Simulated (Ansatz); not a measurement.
`[OH][In]([Cl])[Br]` + H₂ → `[OH][InH][Br]` + HCl at 600 K and 1 bar (hydrogenolysis of the In–Cl bond).

Gas-phase electronic energies from Ansatz, PBE0-D4/def2-TZVP geometries. CCSD(T)/CBS adds triple-zeta CCSD(T) − MP2 to the extrapolated MP2 energy (def2 sets, frozen cores). This one scheme is used for every species. Elements past krypton have def2 core potentials. For Br, In outer-core shells are correlated without core-valence functions, which leaves a few kJ/mol of doubt a bond. Scalar relativity is left out up to krypton. Each species was taken in one conformer, which may not be the lowest.

```json
{"species": "`[OH][In]([Cl])[Br]`", "CCSD(T)/CBS energy (Eh)": "-3298.81138", "H − E (kJ/mol)": "86.3", "S (J/(mol·K))": "426.6"}
{"species": "H₂", "CCSD(T)/CBS energy (Eh)": "-1.17544", "H − E (kJ/mol)": "43.9", "S (J/(mol·K))": "150.8"}
{"species": "`[OH][InH][Br]`", "CCSD(T)/CBS energy (Eh)": "-2839.57190", "H − E (kJ/mol)": "93.2", "S (J/(mol·K))": "383.0"}
{"species": "HCl", "CCSD(T)/CBS energy (Eh)": "-460.38127", "H − E (kJ/mol)": "35.4", "S (J/(mol·K))": "207.2"}
```

H − E and S are ideal-gas, rigid-rotor, harmonic terms from PBE0-D4/def2-TZVP, for one conformer and one mirror image of each species. The MP2-based limit puts H₂ 0.8 mEh under its directly extrapolated value; such offsets cancel only in part. 1 Eh = 2625.50 kJ/mol, R = 8.31446 J/(mol·K).

Problem. By hand: ΔE, ΔH, ΔS and ΔG.

Solution. ΔE = (-2839.57190) + (-460.38127) − (-3298.81138) − (-1.17544) = 0.03365 Eh = 88.3 kJ/mol. Δ(H − E) = 93.2 + 35.4 − 86.3 − 43.9 = -1.6, so ΔH = 86.7 kJ/mol. ΔS = 383.0 + 207.2 − 426.6 − 150.8 = 12.8 J/(mol·K). ΔG = 86.7 − 600 × (12.8)/1000 = 79.0 kJ/mol.

Problem. By hand: the equilibrium constant, and the temperature at which ΔG would vanish if ΔH and ΔS stayed fixed.

Solution. log₁₀ K = −ΔG/(RT ln 10) = -6.9. ΔG = 0 at ΔH/ΔS = 6773 K, far beyond where these terms or the molecules hold.

The number of gas molecules stays the same, so ΔS is small and ΔH decides. A doubt of 5 kJ/mol in ΔE shifts log₁₀ K by 0.4 here. Other conformers and mirror images would add mixing entropy, several J/(mol·K) or more a flexible species. These are equilibria of isolated gas molecules and say nothing of rates. Largest T1 diagnostic: 0.014 (customary marks: 0.02 for closed shells, 0.045 for open ones).
